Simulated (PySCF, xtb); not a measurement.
Si(F)(OH)2(SiH3) (FH5O2Si2), SMILES F[Si]([SiH3])(O)O. One conformer was computed; it need not be the lowest.

Harmonic wavenumbers (cm⁻¹) from GFN2-xTB (xtb 6.7.1) at its own minimum, in rising order: 16, 123, 131, 198, 223, 270, 296, 315, 485, 488, 500, 740, 788, 793, 794, 805, 815, 893, 958, 2194, 2241, 2253, 3624, 3698.

### Question
What does PySCF with B3LYP-D3(BJ)/def2-SVP give at its own minimum? (The exact figures need the calculation; the answer reports its results.)

### Answer
103, 129, 131, 192, 216, 288, 307, 352, 480, 533, 533, 761, 784, 839, 901, 922, 938, 946, 978, 2213, 2225, 2231, 3851, 3875. Paired by order, the mean absolute difference is 50 cm⁻¹ and the zero-point energies are 33.8 and 35.3 kcal/mol.
